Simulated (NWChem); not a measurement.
System: CdSiH4Se; SMILES [SiH3][Cd][SeH]

NWChem printed, in part:

```
             Northwest Computational Chemistry Package (NWChem) 7.3.0
             --------------------------------------------------------

 C1  symmetry detected

                             Geometry "geometry" -> ""
                             -------------------------

 Output coordinates in angstroms (scale by  1.889725989 to convert to a.u.)

  No.       Tag          Charge          X              Y              Z
 ---- ---------------- ---------- -------------- -------------- --------------
    1 Cd                  48.0000    -0.01016602    -0.42712063     0.00044531
    2 Se                  34.0000    -0.02587594     2.05658854    -0.00033405
    3 H                    1.0000     1.44710077     2.09426892     0.00040727
    4 Si                  14.0000    -0.00505148    -2.93518528    -0.00092584
    5 H                    1.0000     0.19500864    -3.47765137    -1.38205052
    6 H                    1.0000    -1.29923660    -3.47809274     0.52126232
    7 H                    1.0000     1.09559898    -3.46815106     0.86332552

 Effective nuclear repulsion energy (a.u.)     610.2586585026

 Summary of "ao basis" -> "ao basis" (spherical)
 ------------------------------------------------------------------------------
       Tag                 Description            Shells   Functions and Types
 ---------------- ------------------------------  ------  ---------------------
 Cd                         def2-svp                11       31   5s3p2d1f
 Se                         def2-svp                12       32   5s4p3d
 H                          def2-svp                 3        5   2s1p
 Si                         def2-svp                 8       18   4s3p1d

            General Information
            -------------------
          SCF calculation type: DFT
          Wavefunction type:  closed shell.
          No. of atoms     :     7
          No. of electrons :    72
           Alpha electrons :    36
            Beta electrons :    36
          Charge           :     0
          Spin multiplicity:     1
          Use of symmetry is: off; symmetry adaption is: off
          Maximum number of iterations: 150
          AO basis - number of functions:   101
                     number of shells:    43
          Convergence on energy requested:  1.00D-06
          Convergence on density requested:  1.00D-05
          Convergence on gradient requested:  5.00D-04

              XC Information
              --------------
          PerdewBurkeErnzerhof Exchange Functional  1.000
            Perdew 1991 LDA Correlation Functional  1.000 local
           PerdewBurkeErnz. Correlation Functional  1.000 non-local

             Grid Information
             ----------------
          Grid used for XC integration:  medium
          Radial quadrature: Mura-Knowles
          Angular quadrature: Lebedev.
          Tag              B.-S. Rad. Rad. Pts. Rad. Cut. Ang. Pts.
          ---              ---------- --------- --------- ---------
          Cd                  1.55      123          10.0       590
          Se                  1.15      112          13.0       590
          H                   0.35       45          14.0       434
          Si                  1.10       88          12.0       590
          Grid pruning is: on
          Number of quadrature shells:   503
          Spatial weights used:  Erf1

      Superposition of Atomic Density Guess
      -------------------------------------

 Sum of atomic energies:       -2882.22113163

      Non-variational initial energy
      ------------------------------

 Total energy =   -2857.708580
 1-e energy   =   -4654.360392
 2-e energy   =    1490.276820
 HOMO         =      -0.270868
 LUMO         =       0.011113

   convergence    iter        energy       DeltaE   RMS-Dens  Diis-err
 ---------------- ----- ----------------- --------- --------- ---------
 d= 0,ls=0.0,diis     1  -2860.2460284338 -3.17D+03  1.67D-02  4.48D-01
 d= 0,ls=0.0,diis     2  -2860.1774831269  6.85D-02  1.29D-02  7.41D-01
 d= 0,ls=0.0,diis     3  -2860.2885394147 -1.11D-01  3.97D-03  9.04D-02
 d= 0,ls=0.0,diis     4  -2860.3046021912 -1.61D-02  6.10D-04  3.80D-03
 d= 0,ls=0.0,diis     5  -2860.3050126357 -4.10D-04  2.72D-04  6.05D-04
  Resetting Diis
 d= 0,ls=0.0,diis     6  -2860.3050946945 -8.21D-05  7.59D-05  4.16D-05
 d= 0,ls=0.0,diis     7  -2860.3051012328 -6.54D-06  2.52D-05  1.06D-06
 d= 0,ls=0.0,diis     8  -2860.3051010129  2.20D-07  1.87D-05  2.09D-06
 d= 0,ls=0.0,diis     9  -2860.3051013679 -3.55D-07  3.53D-06  1.52D-07

         Total DFT energy =    -2860.305101367905
      One electron energy =    -4655.130931249540
           Coulomb energy =     1612.856297863158
    Exchange-Corr. energy =     -124.405459266431
 Nuclear repulsion energy =      306.374991284908

 Numeric. integr. density =       71.999969488276

                       DFT Final Molecular Orbital Analysis
                       ------------------------------------

 Vector   34  Occ=2.000000D+00  E=-2.896476D-01
              MO Center=  3.8D-02, -9.0D-02,  8.4D-04, r^2= 5.1D+00
   Bfn.  Coefficient  Atom+Function         Bfn.  Coefficient  Atom+Function
  ----- ------------  ---------------      ----- ------------  ---------------
     4      0.614101  1 Cd s                  2     -0.373526  1 Cd s
    44     -0.227579  2 Se py                47     -0.212410  2 Se py
    35     -0.196144  2 Se s                 77      0.158181  4 Si py
     5      0.156650  1 Cd s                  1      0.153395  1 Cd s
    36     -0.153620  2 Se s                  3     -0.149318  1 Cd s

[...]
```

Level: PBE/def2-SVP with def2 effective core potentials on Cd, vertical spin-unrestricted ions. Coordinates come from a PBE0/def2-SVP optimisation. No frequency run checked for a minimum. def2 effective core potentials on Cd; no spin-orbit coupling.

Task: Reconstruct the input file.

Result: One answer among several that fit: the input that was run:
```
start job
memory heap 200 mb stack 900 mb global 1100 mb
geometry units angstroms noautoz
  Cd    -0.634944     0.060132     0.074037
  Se    -0.082353     2.480350     0.153073
  H      1.334674     2.195260    -0.133002
  Si    -1.203627    -2.381311    -0.005788
  H     -1.389766    -2.850327    -1.415460
  H     -2.469259    -2.665686     0.742310
  H     -0.114580    -3.204436     0.609725
end
basis spherical
  * library def2-svp
end
ecp
  Cd library def2-ecp
end
dft
  xc xpbe96 cpbe96
  iterations 150
  vectors input atomic output neutral.movecs
end
task dft energy
charge 1
dft
  odft
  mult 2
  vectors input atomic output cation.movecs
end
task dft energy
```
